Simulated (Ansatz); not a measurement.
System: CH6BN2 (charge 0, doublet). It need not be the lowest isomer of its formula. SMILES: [CH2]B(N)N
Geometry from a B3LYP-D3(BJ)/def2-TZVP (Ansatz, a first-principles code) optimisation:
```xyz
10

C     -0.7658    -1.3063    -0.3274
B     -0.0033    -0.0056    -0.0014
N     -0.6367     1.0067     0.7725
N      1.3261     0.1694    -0.4778
H     -1.7800    -1.4968     0.0076
H     -0.3360    -2.1128    -0.9122
H     -0.2063     1.8789     1.0254
H     -1.5731     0.9070     1.1198
H      1.7945    -0.5294    -1.0252
H      1.8859     0.9864    -0.3073
```
Charge 0, spin multiplicity 2.

Quantity: atomisation energy (electronic, to ground-state atoms); the coupled-cluster value holds the core correlation from cc-pwCVTZ, in kJ/mol. Correlated levels leave the core frozen unless marked. Open shells are spin-unrestricted. No spin-orbit coupling. Non-relativistic. CBS marks a two-point X^-3 extrapolation of the correlation energy; Hartree-Fock from the larger set.

Level to compare with: CCSD(T)/CBS(aug-cc-pVTZ,aug-cc-pVQZ) plus the core term (Ansatz), 3793.9 kJ/mol. It is a level with limits of its own, and the differences hold the functionals' basis error too.

Task: Rank these functionals by how close they come to CCSD(T)/CBS(aug-cc-pVTZ,aug-cc-pVQZ), closest first: revPBE/def2-TZVPD (Ansatz); wB97X-V/def2-TZVPD (Ansatz); HSE06/def2-TZVPD (Ansatz).

Result: wB97X-V/def2-TZVPD (range-separated hybrid with VV10, 3801.4 kJ/mol, difference 7.5), HSE06/def2-TZVPD (screened hybrid, 3810.1 kJ/mol, difference 16.2), revPBE/def2-TZVPD (GGA, 3744.7 kJ/mol, difference -49.2)
